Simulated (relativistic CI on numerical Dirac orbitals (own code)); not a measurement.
## What each ingredient does to the levels of Sb

Base calculation: Dirac-Coulomb-Breit CI, orbitals from a KLI potential per configuration, model QED (radiative potential, 1s self-energy scaled to tabulated hydrogen-like ionisation energies), valence Slater integrals scaled by 0.85, P86 correlation energy added to each configuration.

Configuration list (outside the closed core [Kr] 4d10): 5s²5p³, 5s²5p²6s, 5s²5p²5d, 5s5p⁴, 5s²5p²7s, 5s²5p²6p, 5s²5p²7p, 5s²5p²6d, 5s²5p5d², 5s²5p²4f, 5s²5p²8s, 5s²5p²8p, 5s²5p²7d, 5s²5p²5f, 5s²5p²5g, 5s²5p²8d, 5p⁵. Levels of other configurations are missing.

The lowest level and the first level of each name with at least 55 % of one term (blank where a level has no safe partner in the second run):

```
          Level  Base (cm⁻¹)  Shift (cm⁻¹)
  5s²5p³ ⁴S°3/2          0.0           0.0
  5s²5p³ ²D°3/2       9769.8       -1189.6
  5s²5p³ ²D°5/2      11460.6       -1176.3
  5s²5p³ ²P°1/2      15609.5       -1384.7
  5s²5p³ ²P°3/2      17903.0       -1262.5
 5s²5p²6s ⁴P1/2      45153.7        -833.7
 5s²5p²6s ⁴P3/2      47769.0        -707.8
 5s²5p²6s ²P1/2      49024.9        -854.2
 5s²5p²6s ⁴P5/2      50295.7        -779.4
 5s²5p²6s ²P3/2      51629.8        -931.6
5s²5p²6p ⁴D°1/2      53150.0        -846.4
5s²5p²6p ⁴D°5/2      56490.1        -756.9
 5s²5p²5d ⁴F5/2      56805.0        -486.7
5s²5p²6p ²D°3/2      57101.9        -835.1
```

For a near-neutral ion this model can misplace configurations by up to about 10,000 cm⁻¹ (more where the count of f electrons changes) and terms by 10 to 25 % of their spread. Rates follow the energies as ν³ (E1, M1) or ν⁵ (E2), so they and the lifetimes can be off by large factors. The fine structure of a lone outer electron comes out too small, for d and f at times inverted, and misplaced configurations move strength between like terms. 13 of the 20 excited levels that our extract of the measured tables holds in this range could be paired (the sources list more); they are missed by 1742 cm⁻¹ on average and 2857 at most, and levels without a partner can miss by more.

(1) One thing was changed in a second run, which moved the levels as shown. Which?
A. valence Slater integrals scaled by 0.75
B. Breit term removed
C. no correlation estimate
D. configuration mixing switched off
E. non-relativistic limit
F. only the first 3 configurations
G. QED terms removed

## Answers

(1) A. Valence Slater integrals scaled by 0.75. Scaling acts on the splittings between terms and on the mixing, and leaves the fine structure of pure LS terms nearly alone; in jj coupling it moves the levels of one term differently.

LS names give the leading component of a level, which can be under half, so a name can repeat, a term be missing and a line seem to break the LS rules.
